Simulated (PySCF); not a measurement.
# Molybdenum: a sound run and one with changed settings

Sound run: Mo⁺ [Kr] 4d5, Mo²⁺ [Kr] 4d4. Computed with PySCF 2.14 in def2-SVP with the def2 core potential (28 electrons), with scalar relativity through the core potential. In the sound run the correlated levels freeze 4s2 4p6 outside the core potential. The sound run starts from symmetry-adapted Hartree-Fock orbitals and uses a fine grid where one is needed.

A second run was set up differently.

```csv
species,method,sound run (hartree),changed run (hartree),converged
Mo⁺,UHF,-67.31381,-67.31381,yes
Mo⁺,BP86,-67.88135,-67.88135,yes
Mo⁺,r2SCAN,-67.85240,-67.85240,yes
Mo⁺,MP2,-67.35196,-67.34952,yes
Mo²⁺,UHF,-66.75994,-66.75994,yes
Mo²⁺,BP86,-67.27720,-67.27802,no
Mo²⁺,r2SCAN,-67.25410,-67.25410,no
Mo²⁺,MP2,-66.78114,-66.77999,yes
```

Ionisation energy of Mo⁺:

```tsv
method	sound run (eV)	changed run (eV)
UHF	15.072	15.071
MP2	15.533	15.498
SCS-MP2	15.225	15.213
```

(1) What was changed?
A. angular grid far too coarse
B. level shift left on
C. a valence shell is frozen
D. too few SCF iterations

## Answers

(1) B. It used initial guess atom, at most 50 SCF cycles, level shift 0.1 hartree. A level shift leaves the converged SCF energy unchanged but raises the virtual orbital energies, which shrinks MP2 if it is not removed.
